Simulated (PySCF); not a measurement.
Pb(F)(SiH3) (FH₃PbSi), SMILES [F][Pb][SiH3] (connectivity only; charge and spin as stated), neutral, multiplicity 1.

Geometry optimised at PBE-D3(BJ)/def2-SVP. The def2 effective core potentials stand for the cores of Pb; spin–orbit coupling is left out.

These are TDDFT-PBE0/def2-SVPD (PySCF 2.14.0) values and carry that method's errors.

Vertical excitations.  State labels are in the subgroup Cs.

```
state  symmetry  energy (eV)  λ (nm)      f                                                              main pairs
-----  --------  -----------  ------  -----  ----------------------------------------------------------------------
S1           A"         2.13     583  0.002                                                         HOMO→LUMO 100 %
S2           A'         4.14     299  0.003                                                        HOMO→LUMO+1 99 %
S3           A"         5.16     240  0.003                                      HOMO−1→LUMO 80 %, HOMO−3→LUMO 13 %
S4           A'         5.32     233  0.048                                      HOMO−2→LUMO 81 %, HOMO→LUMO+2 18 %
S5           A"         5.39     230  0.008                                      HOMO−5→LUMO 52 %, HOMO−3→LUMO 46 %
S6           A"         5.47     227  0.006                    HOMO−5→LUMO 41 %, HOMO−3→LUMO 38 %, HOMO−1→LUMO 19 %
S7           A'         5.67     219  0.283                     HOMO−4→LUMO 50 %, HOMO→LUMO+2 29 %, HOMO→LUMO+3 9 %
S8           A'         5.75     216  0.245  HOMO−4→LUMO 42 %, HOMO→LUMO+3 22 %, HOMO→LUMO+2 22 %, HOMO−2→LUMO 10 %
S9           A'         6.02     206  0.443                                      HOMO→LUMO+3 66 %, HOMO→LUMO+2 25 %
S10          A"         6.38     194  0.047                                                        HOMO→LUMO+4 96 %
T1           A"         1.57     792      0                                                          HOMO→LUMO 99 %
T2           A'         3.59     345      0                                                        HOMO→LUMO+1 98 %
T3           A'         4.25     292      0                                                        HOMO→LUMO+2 94 %
T4           A"         4.78     259      0                                      HOMO−3→LUMO 73 %, HOMO−1→LUMO 24 %
```
Triplets are in the Tamm–Dancoff approximation, which puts them higher than full response would, so one can lie above its singlet here.
